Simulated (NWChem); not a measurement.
Molecule: CH₅Cl₂FSi₂; SMILES Cl[Si@@H]([Si@H](Cl)C)F

```xyz
11

C     -1.9608     1.5452    -0.5805
Si    -0.1380     1.1521    -0.7016
Cl     0.8556     1.9000     0.9637
Si     0.2052    -1.1677    -0.6789
F      1.7864    -1.5035    -0.5405
Cl    -0.7629    -1.9152     0.9848
H     -2.1128     2.6307    -0.4792
H     -2.4015     1.0458     0.2953
H     -2.4914     1.2036    -1.4837
H      0.4765     1.7668    -1.9156
H     -0.2991    -1.9087    -1.8680
```
Atoms are numbered in this order, from 1.

All runs: NWChem. Geometry: optimised at PBE0/def2-SVP.

For level Hartree-Fock/def2-TZVP:

highest occupied level (eV): -11.06
orbital gap (eV): 13.40
dipole (D): 3.35

**Question.** What are these values for level BLYP/def2-TZVP?

**Answer.** 
- highest occupied level (eV): -6.80
- orbital gap (eV): 5.19
- dipole (D): 2.87
